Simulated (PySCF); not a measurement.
Vertical excitations of a molecule C₃H₈BN from TDA-PBE/def2-SVPD (PySCF 2.14.0), as energy in eV (oscillator strength): 5.77 (0.088), 5.83 (0.025), 6.06 (0.008), 6.52 (0.136), 6.74 (0.049), 6.89 (0.010), 7.02 (0.032), 7.06 (0.008), 7.28 (0.049), 7.48 (0.002). Lowest triplet (TDA): 3.99 eV. The structure is a stationary point at B3LYP-D3(BJ)/def2-SVP. The values are those of a single conformer.

Problem. Which structure fits?
A) BC.CC#N
B) C=CB(C)N
C) NB1CCC1

Solution. B, C=CB(C)N
